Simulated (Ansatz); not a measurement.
The cluster Cs₂Cl₂⁻ (the lowest doublet isomer of a short search) was relaxed with PBE-D4 (def2-TZVPD) in Ansatz in these states: charge -1 doublet, charge -1 quartet. The geometries follow in no particular order.

In the def2 sets Cs takes a core potential; there is no spin–orbit coupling.

A:

```xyz
4

Cs   -2.843   -1.356    0.495
Cs    2.843    1.357   -0.493
Cl    0.603   -1.113    0.415
Cl   -0.603    1.112   -0.417
```

B:

```
atom    x (Å)    y (Å)    z (Å)
 Cs1  -0.2724   0.4119  -2.2461
 Cs2   0.2732  -0.4120   2.2459
 Cl3   0.3800   2.2047   0.3582
 Cl4  -0.3809  -2.2045  -0.3581
```

Question: Judge from the bond lengths which geometry belongs to which state (an estimate).

Answer: A is the charge -1 quartet (Cs1–Cs2 6.377 Å, Cs2–Cl4 3.456 Å, Cs1–Cl3 3.456 Å); B is the charge -1 doublet (Cs1–Cs2 4.599 Å, Cs2–Cl4 3.228 Å, Cs1–Cl3 3.228 Å).

At PBE-D4/def2-TZVPD the highest occupied level of the charge -1 quartet lies above zero (up to 0.36 eV). It is a level of α spin, whose loss leaves a triplet; that state wasn't run at this geometry and level. The electron is either unbound and held by the finite basis, or the level is raised by self-interaction error. At PBE-D4/def2-TZVPD the highest occupied level of the charge -1 doublet lies above zero (up to 0.63 eV). By energy differences its removal costs 0.30 eV (vertical, to the charge 0 singlet, at PBE-D4/def2-TZVPD); a positive level beside a positive removal energy at the same level points to self-interaction error. At PBE-D4/def2-TZVPD the gap within one spin of the charge -1 doublet nearly closes, so an electron or hole may be smeared out by delocalisation error. At PBE0-D4/def2-TZVPD a doublet lies 3.63 eV below the charge -1 quartet. In the quartet, Cl3 and Cl4 lie 2.66 Å apart (atoms count from 1), so these atoms are partly bonded to each other. These are the stationary points nearest to one start from a short search; other shapes may lie lower in each state.
